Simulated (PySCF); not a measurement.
## GaH⁺: frontier orbitals

BHandHLYP at R = 1.667 Å; PySCF, no relativity, basis sets Ga def2-TZVPPD, H def2-TZVPPD. State: ²Σ⁺ (doublet), unpaired electrons σ ↑. Only the outer orbitals are listed, counted within each symmetry.

```csv
spin,orbital,occ.,ε (eV),on Ga (%),main shells (%)
α,1δ,1,-35.04,100,100 Ga d
α,1δ,1,-35.04,100,100 Ga d
α,6σ,1,-34.96,99,100 Ga d
α,3π,1,-34.90,100,100 Ga d
α,3π,1,-34.90,100,100 Ga d
α,7σ,1,-20.66,57,"52 Ga s, 42 H s"
α,8σ,1,-15.56,72,"44 Ga s, 30 H s, 28 Ga p"
α,4π,0,-7.61,97,97 Ga p
α,4π,0,-7.61,97,97 Ga p
α,9σ,0,-4.12,78,"39 Ga p, 26 Ga d, 14 Ga s"
β,1δ,1,-35.00,100,100 Ga d
β,1δ,1,-35.00,100,100 Ga d
β,3π,1,-34.84,100,100 Ga d
β,3π,1,-34.84,100,100 Ga d
β,6σ,1,-34.81,100,100 Ga d
β,7σ,1,-18.90,75,"69 Ga s, 23 H s"
β,8σ,0,-9.86,69,"38 Ga p, 33 H s, 28 Ga s"
β,4π,0,-7.33,98,98 Ga p
β,4π,0,-7.33,98,98 Ga p
```

**Question.** Which are the highest filled and the lowest empty level, where do they sit, and how wide is the gap?

**Answer.** Highest filled α 8σ at -15.56 eV (in %: 44 Ga s, 30 H s, 28 Ga p); lowest empty β 8σ at -9.86 eV (in %: 38 Ga p, 33 H s, 28 Ga s); the gap at BHandHLYP is 5.70 eV.

```json
{"bond order (Mayer)": "0.69", "⟨S²⟩": "0.767", "charge on Ga (Mulliken, basis-dependent)": "0.96", "charge on Ga (Löwdin, basis-dependent)": "1.13", "dipole moment (positive dipole points towards H; it is taken about the centre of mass and depends on that origin)": "0.32 D"}
```

Spin–orbit coupling is left out. The state is the lowest determinant that a PBE0 search found; another state may lie lower at other levels.
